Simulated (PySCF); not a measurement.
A structure optimised at PBE-D3(BJ)/def2-SVP, used in a PySCF frequency run:

```xyz
6

Cl     0.3503     2.2661     0.0000
C      0.9242     0.6437     0.0000
C      0.1093    -0.4366     0.0000
Cl    -1.6118    -0.3328     0.0000
Cl     0.7781    -2.0369     0.0000
H      2.0159     0.5189     0.0000
```
Charge 0, spin multiplicity 1.

Problem. Write its SMILES, formula and point group.

Solution. ClC=C(Cl)Cl, C2HCl3, Cs

Problem. What are its rotational constants (standard atomic weights)?

Solution. 3.8186, 1.4838, 1.0686 GHz
